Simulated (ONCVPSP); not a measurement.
**Potentials for hafnium (Hf) compared**

Generated with ld1.x 7.5 (TM, RRKJ, ultrasoft, PAW), atompaw 4.2 or ONCVPSP 4.0.1. The cutoff is in Ry: for ld1.x and atompaw files where the sum of valence levels is converged to 10 mRy in a Bessel basis, for ONCV files where the hardest occupied wave has 1 mHa per electron of residual kinetic energy. The error is the largest all-electron minus pseudo excitation energy over each file’s own four to seven test configurations (ionisations up to +4, promotions, holes and added fractions of an electron), all of which were solved. The labels leave out finer settings (local radius, basis sizes, second energies), which also bear on the numbers. Spin-polarised tests are not counted. The rows are a selection from randomly drawn settings: files with unsolved tests, undetermined cutoffs or missed reference levels are left out.

A true bound ghost makes a file unfit for plane-wave use even where its test errors are small: the radial tests pick states by their node count and pass the ghost by.

| potential | cutoff (Ry) | largest error (meV) | bound ghosts |
| --- | --- | --- | --- |
| ONCV, PBE, fully relativistic, rc 2.05/2.60/1.95/1.10 (spdf), local smoothed, core correction yes, reference 4f14 5s2 5p6 5d2 6s1.75 6p0.25, qcut 6.2/5.7/4.7/18.7, projectors 2/3/2/1 | 263 | -4.4 | none |
| ONCV, LDA (Perdew-Zunger), fully relativistic, rc 1.90/2.20/2.15 (spd), local smoothed, core correction yes, reference 5s2 5p6 5d1, qcut 7.3/7/6.5, projectors 2/2/2 | 34 | +38 | none |
| ONCV, PBE, scalar-relativistic, rc 1.50/2.10/2.00 (spd), local smoothed, core correction no, reference 5s2 5p6 5d2 6s1.5, qcut 7.8/8/4.4, projectors 3/3/2 | 47 | +16 | none |
| ONCV, PBE, fully relativistic, rc 1.95/1.65/2.75 (spd), local smoothed, core correction yes, reference 5s2 5p6 5d2 6s1, qcut 7.3/9.5/5.5, projectors 2/2/1 | 53 | -15 | none |
| ONCV, PBE, scalar-relativistic, rc 2.65/3.50/1.85 (spd), local smoothed, core correction yes, reference 5d2 6s1 6p1, qcut 2.2/2.5/5.5, projectors 3/2/3 | 24 | -389 | s |
| ONCV, LDA (Perdew-Wang 92), scalar-relativistic, rc 2.65/4.00/3.20 (spd), local smoothed, core correction yes, reference 5d2 6s1.75 6p0.25, qcut 2.5/2.1/5.1, projectors 1/2/2 | 17 | +46 | none |

Problem. Fill in the row for Hf: ONCV, PBE, scalar-relativistic, rc 1.85/1.45/2.85/0.70 (spdf), local smoothed, core correction yes, reference 4f14 5s2 5p6 5d2 6s1, qcut 7.2/5.3/5.7/22.1, projectors 3/2/2/3.

Solution. cutoff 439 Ry, largest error -6.3 meV, bound ghosts: s, p, d.

Problem. Fill in the row for Hf: ONCV, PBE, scalar-relativistic, rc 2.20/1.65/2.85 (spd), local smoothed, core correction no, reference 5s2 5p6 5d2 6s1.5, qcut 4.1/10.1/6.4, projectors 3/2/2.

Solution. cutoff 60 Ry, largest error -146 meV, bound ghosts: none.
